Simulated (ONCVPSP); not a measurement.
**What one change does to a pseudopotential (N, ONCV)**

nitrogen (N), optimised norm-conserving Vanderbilt (ONCV), made with ONCVPSP 4.0.1 (PBE, scalar-relativistic). Core [He], reference 2s2 2p2 (charge +1). Waves: 2s: rc 0.75 bohr, ncon 5, nbas 9, qcut 7.6 1/bohr, 2 projectors, debl 3.3 Ha; 2p: rc 2.10 bohr, ncon 4, nbas 8, qcut 7 1/bohr, 2 projectors, debl 2.5 Ha; d scattering state at 0.32 Ha: rc 2.00 bohr, ncon 4, nbas 8, qcut 4.2 1/bohr, 2 projectors, debl 3.5 Ha. Local part: polynomial inside 0.55 bohr (lpopt 1, dvloc0 0 Ha). Core correction: Teter function, fcfact 4.5, rcfact 1.5.

Change: p: qcut 4.

Cutoffs: the cutoffs (Ha) at which the residual kinetic energy of the hardest occupied pseudo-wave falls to 1 and 0.1 mHa per electron; they do not see the model core or the augmentation charge, which bear on the density cutoff. Errors are all-electron minus pseudo energies relative to the spin-unpolarised reference configuration.

Task: How do hardness, ghosts and transferability respond?

Result: The potential gets neither clearly harder nor softer (174 Ha and 379 Ha → 174 Ha and 379 Ha); the s channel sets the loose cutoff, while the largest relative change is in p, which becomes harder; the lowest positive-energy flag moves from none to p at 40.0 eV; of the 4 tests that both files solve, the error grows in 4 and shrinks in 0 by more than 15 % and 0.3 meV (median size 199.6 → 499.3 meV); the range in which the p phases agree narrows (upper end 4.2 → -0.3); neither file shows a bound ghost.

| quantity | base | changed |
| --- | --- | --- |
| cutoff, loose | 174 Ha | 174 Ha |
| cutoff, tight | 379 Ha | 379 Ha |
| loose cutoff by channel | s 174 Ha, p 16 Ha | s 174 Ha, p 41 Ha |
| bound ghosts | none | none |
| GHOST(+) flags under 300 eV | none | p at 40.0 eV |
| error for 2s2 2p3, meV [ΔE -13.59 eV] | +71 | +216 |
| error for 2s2 2p1, meV [ΔE 28.85 eV] | +220 | +533 |
| error for 2s2 2p0, meV [ΔE 75.94 eV] | +1331 | +2993 |
| error for 2s1 2p4, meV [ΔE -2.08 eV] | +179 | +465 |
| s: phases at 0.76 bohr within 0.05 rad from the reference energy up to (Ha; the scan ends near 5) | to the end of the scan | to the end of the scan |
| p: phases at 2.13 bohr within 0.05 rad from the reference energy up to (Ha; the scan ends near 5) | 4.2 | -0.3 |
| d: phases at 2.03 bohr within 0.05 rad from the reference energy up to (Ha; the scan ends near 5) | to the end of the scan | to the end of the scan |
| rms error of d²Exc/dni dnj with the model core, mHa | 2.13 | 1.16 |
